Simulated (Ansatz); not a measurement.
`CNC[SiH2]Cl` + `CO[SiH](F)S` → `CO[SiH](F)S[SiH2]Cl` + `CNC`  (ligand exchange at the Si–C bond)

Computed with Ansatz on PBE0-D4/def2-TZVP structures; ΔE is electronic, products minus reactants. CBS: MP2 limit from def2 TZ/QZ plus the TZ coupled-cluster correction, frozen cores. Functionals use def2-TZVPP. B3LYP here is the variant with VWN-RPA as its local correlation; programs differ in this. Each species was taken in one conformer, which may not be the lowest.

`CNC[SiH2]Cl`:

```xyz
13

C     0.834   -1.298    0.697
N     0.931   -0.550   -0.538
C    -0.302    0.104   -0.931
Si   -0.769    1.589    0.123
Cl   -1.747    1.038    1.857
H    -0.002   -2.017    0.719
H     0.696   -0.616    1.540
H     1.764   -1.843    0.864
H     1.237   -1.164   -1.281
H    -0.171    0.523   -1.937
H    -1.175   -0.573   -0.988
H    -1.724    2.434   -0.639
H     0.426    2.372    0.512
```

`CO[SiH](F)S`:

Z-matrix (Å, degrees):
```
C
O 1 1.415
H 1 1.094 2 111.2
H 1 1.090 2 107.9 3 119.4
H 1 1.095 2 111.2 3 -121.6
Si 2 1.623 1 124.4 3 59.9
S 6 2.109 2 108.5 1 -172.8
F 6 1.597 2 107.9 1 -51.2
H 6 1.477 2 113.7 1 66.3
H 7 1.345 6 92.9 2 42.9
```

`CO[SiH](F)S[SiH2]Cl`:

```xyz
13

C     2.100   -1.737   -0.127
O     0.692   -1.778   -0.251
Si   -0.374   -0.670    0.237
F    -0.437   -0.615    1.829
S     0.247    1.245   -0.465
Si   -1.575    2.278   -0.107
Cl   -2.848    2.147   -1.710
H     2.504   -2.619   -0.625
H     2.511   -0.843   -0.605
H     2.401   -1.752    0.923
H    -1.707   -1.058   -0.249
H    -2.277    1.699    1.059
H    -1.237    3.702    0.092
```

`CNC`:

```xyz
10

C     0.181   -0.737    0.940
N    -0.643    0.206    0.221
C     0.040    0.798   -0.906
H    -0.396   -1.198    1.745
H     1.023   -0.210    1.398
H     0.599   -1.541    0.309
H    -1.491   -0.247   -0.092
H     0.875    1.408   -0.547
H    -0.639    1.458   -1.449
H     0.452    0.063   -1.619
```

(1) Is it downhill or uphill in electronic energy at CCSD(T)/CBS, and by how much? (Best estimate.)

(2) What do these levels give: PBE0-D4, B3LYP-D4, ωB97M-V, r2SCAN, HF/def2-QZVPP, CCSD/CBS(def2)? (Best estimate.)

Largest T1 diagnostic among the species: 0.012.

Results:

(1) Computed: Downhill: ΔE = -19.4 kcal/mol.

(2) Ansatz gave: PBE0-D4 -19.8, B3LYP-D4 -19.3, ωB97M-V -18.6, r2SCAN -20.0, HF/def2-QZVPP -19.2, CCSD/CBS(def2) -19.1 kcal/mol.
